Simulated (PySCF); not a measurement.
Computed against measured: harmonic wavenumber ωe

MP2, PBE, r²SCAN in PySCF with def2-TZVPPD on every atom, for the lowest determinant that a PBE0 search found; no spin–orbit coupling. Measured values: Huber and Herzberg, Constants of Diatomic Molecules (1979).

```tsv
molecule	measured (cm⁻¹)	MP2	PBE	r²SCAN
NO⁺	2376.42	2164	2363	2454
N2	2358.57	2196	2355	2433
CuF	622.65	595	594	621
AlCl	481.3	479	455	474
BH	2366.9	2436	2245	2304
Cl2	559.72	579	543	558
GeSe	408.7	416	392	410
Br2	325.321	343	316	326
```

Give the mean signed and mean absolute error of each level in %, and name the best.

MP2 -0.9 and 4.3; PBE -3.2 and 3.2; r²SCAN +0.3 and 1.5. On this set r²SCAN is closest.

Which molecule does r²SCAN miss most?

NO⁺, by +3.3 %.

The molecules are drawn from runs that passed checks on state, spin purity and fit, so the hardest cases are missing and the errors look smaller than over all diatomics.

Correlated steps freeze the inner cores (1 to 18 orbitals); shallow outer-core shells are correlated.
